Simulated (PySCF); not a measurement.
Identify the unknown among the candidates.

All candidates are C9H16.

| technique | computed result |
| --- | --- |
| 13C NMR | chemical shifts (computed TMS as zero) by class: 155.3 (1 C), 148.7 (1 C), 137.5 (1 C), 121.6 (1 C), 36.9 (1 C), 32.3 (3 C), 27.8 (1 C) ppm [GIAO PBE0/pcSseg-1] |
| Dipole | 0.33 D [PBE0/pcSseg-1] |
| 1H NMR | chemical shifts (computed TMS as zero) by class: 6.14 (1 H), 5.67 (1 H), 5.32 (1 H), 5.18 (1 H), 1.96 (3 H), 1.20 (9 H) ppm [GIAO PBE0/pcSseg-1] |
| Rotational structure | rotational constants A, B, C: 2.724, 0.991, 0.946 GHz [GFN2-xTB] |

Electronic properties: PySCF, gas phase, density fitting. Levels stand in brackets. Geometry: GFN2-xTB, one conformer, isolated molecule. Each NMR value is the plain mean over a class of atoms that symmetry, rotation or inversion makes alike.

Question: Which candidate is it?
A. `C[C@@H]1C[C@H]2CC[C@@H](C1)C2`
B. `C1CCC2(C1)CCCC2`
C. `C=C(C)/C=C\C(C)(C)C`
D. `C=CC(C=C)C(C)(C)C`

Answer: C. It is `C=C(C)/C=C\C(C)(C)C`. Numbering: `[CH2:1]=[C:2]([CH3:3])/[CH:4]=[CH:5]\[C:6]([CH3:7])([CH3:8])[CH3:9]`. Its formula, C9H16, gives 2 degrees of unsaturation: 0 rings and 2 π bonds in the structure found. 9 carbons fall into 7 classes; from least to most shielded: fully substituted alkene carbon [C2] (155.3 ppm), alkene CH carbon [C5] (148.7 ppm), alkene CH carbon [C4] (137.5 ppm), terminal =CH2 carbon [C1] (121.6 ppm), allylic carbon [C6] (36.9 ppm), methyl carbon [C7/C8/C9] (32.3 ppm, 3 C, up to 7.0 ppm apart in this geometry), allylic carbon [C3] (27.8 ppm). Hydrogen classes from least to most shielded: 1 H on an alkene CH carbon, C4 (6.14 ppm), 1 H on an alkene CH carbon, C5 (5.67 ppm), 1 H on a terminal =CH2 carbon, C1 (5.32 ppm), 1 H on a terminal =CH2 carbon, C1 (5.18 ppm), 3 H on an allylic carbon, C3 (1.96 ppm), 9 H on 3 methyl carbons, C7/C8/C9 (1.20 ppm, a mean of values up to 2.0 ppm apart in this geometry). The optimised geometry has point group C1 and is an asymmetric top.

The others, at the same levels:
- `C[C@@H]1C[C@H]2CC[C@@H](C1)C2` fails: it has 6 carbon classes against 7; its computed 13C shifts are 45.4 (2 C), 41.7 (1 C), 38.7 (2 C), 31.8 (2 C), 28.7 (1 C), 25.2 (1 C) ppm, 1H shifts are 2.10 (2 H), 1.78 (2 H), 1.53 (2 H), 1.52 (1 H), 1.47 (1 H), 1.46 (2 H), 1.14 (1 H), 0.97 (2 H), 0.89 (3 H) ppm and smallest rotational constant is 1.306 GHz (against 0.946 GHz).
- `C=CC(C=C)C(C)(C)C` fails: it has 5 carbon classes against 7; its computed 13C shifts are 148.1 (2 C), 122.6 (2 C), 67.8 (1 C), 35.3 (1 C), 29.4 (3 C) ppm, 1H shifts are 6.18 (2 H), 5.37 (2 H), 5.36 (2 H), 2.26 (1 H), 0.94 (9 H) ppm and rotational constant A is 1.672 GHz (against 2.724 GHz).
- `C1CCC2(C1)CCCC2` fails: it has 3 carbon classes against 7; its computed 13C shifts are 51.8 (1 C), 43.0 (4 C), 28.4 (4 C) ppm, 1H shifts are 1.70 (8 H), 1.49 (8 H) ppm and rotational constant A is 3.253 GHz (against 2.724 GHz).

Each candidate is one conformer, not necessarily the lowest. Dipoles, sizes and rotational constants follow the conformer. The torsions of the flexible species, by atom-mapped SMILES:
- `[CH2:1]=[C:2]([CH3:3])/[CH:4]=[CH:5]\[C:6]([CH3:7])([CH3:8])[CH3:9]`: C1–C2–C4–C5 -70°, C4–C5–C6–C7 -143°
- `[CH2:1]=[CH:2][CH:3]([CH:4]=[CH2:5])[C:6]([CH3:7])([CH3:8])[CH3:9]`: C1–C2–C3–C4 -123°, C2–C3–C4–C5 121°, C2–C3–C6–C7 60°

The conformers of `C[C@@H]1C[C@H]2CC[C@@H](C1)C2` and `C1CCC2(C1)CCCC2` aren't listed.
